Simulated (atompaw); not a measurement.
# Hf (Z = 72): variants of one PAW (atompaw) potential

Base potential:

Hf (Z = 72), PAW, made with atompaw 4.2.0.5 (PBE, scalar-relativistic). Core [Xe] 4f14, reference 5d2 6s2 6p0. Waves: 6s (bound): rc 3.00 bohr; 6s channel at 0.05 Ry: rc 3.00 bohr; 6p (bound, empty): rc 3.00 bohr; 6p channel at 3.1 Ry: rc 3.00 bohr; 5d (bound): rc 3.00 bohr; 5d channel at 1.15 Ry: rc 3.00 bohr. Local part: bessel scheme, radius 2.65 bohr. Core correction: smooth core density matched at 2.25 bohr. Augmentation charge: besselshape compensation charge, radius 2.40 bohr; PAW radius 3.00 bohr; waves and projectors: custom rrkj vanderbiltortho.

All-electron outer shells of the reference configuration (PBE, scalar-relativistic, ld1.x):

```csv
shell,level (eV),outermost node (bohr),outermost maximum (bohr)
5p,-35.57,0.60,1.16
4f,-16.83,–,0.45
6s,-5.11,1.37,2.89
5d,-2.69,0.67,1.69
6p,-1.40,1.66,4.05
```

Cutoffs, loose and tight: the cutoffs (Ry, on a coarse ladder) from which the occupation-weighted sum of valence levels, in a spherical-Bessel basis at the reference potential, stays within 10 and 1 mRy of its value at 400 Ry. They see the waves, projectors and local potential, not the compensation charge or the core. A dash means not determined.

```tsv
change	outcome	cutoff, loose	cutoff, tight	bound ghosts
base	generated	8 Ry	12 Ry	none
augmentation sinc compensation charge, radius 2.40 bohr; PAW radius 3.00 bohr; waves and projectors: custom rrkj vanderbiltortho	generated	8 Ry	12 Ry	none
local potential troulliermartins scheme with l = 3 at 0.5 Ry, radius 2.65 bohr	failed: atompaw: The overlap operator has at least one negative eigenvalue!	–	–	–
augmentation besselshape compensation charge, radius 2.40 bohr; PAW radius 3.00 bohr; waves and projectors: custom polynom vanderbiltortho	generated	8 Ry	15 Ry	none
augmentation besselshape compensation charge, radius 2.70 bohr; PAW radius 3.00 bohr; waves and projectors: custom rrkj vanderbiltortho	generated	8 Ry	12 Ry	none
functional PBEsol	generated	8 Ry	12 Ry	none
augmentation besselshape compensation charge, radius 2.40 bohr; PAW radius 3.00 bohr; waves and projectors: custom polynom2 7 10 vanderbiltortho	generated	12 Ry	35 Ry	none
wave 6s channel at 0.05 Ry: rc 3.00 bohr becomes 6s channel at 0.87 Ry: rc 3.00 bohr	generated	8 Ry	12 Ry	none
wave 6s channel at 0.05 Ry: rc 3.00 bohr becomes 6s channel at 0.05 Ry: rc 2.34 bohr	failed: atompaw: The overlap operator has at least one negative eigenvalue!	–	–	–
local potential bessel scheme, radius 2.32 bohr	generated	8 Ry	12 Ry	none
all radii scaled by about 0.97 (s 2.90, p 2.90, d 2.90 bohr); local potential bessel scheme, radius 2.56 bohr; augmentation besselshape compensation charge, radius 2.32 bohr; PAW radius 2.90 bohr; waves and projectors: custom rrkj vanderbiltortho; core correction smooth core density matched at 2.18 bohr	generated	10 Ry	12 Ry	none
core correction smooth core density matched at 1.70 bohr	generated	8 Ry	12 Ry	none
reference 5d2.5 6s1.5 6p0	generated	8 Ry	12 Ry	none
```
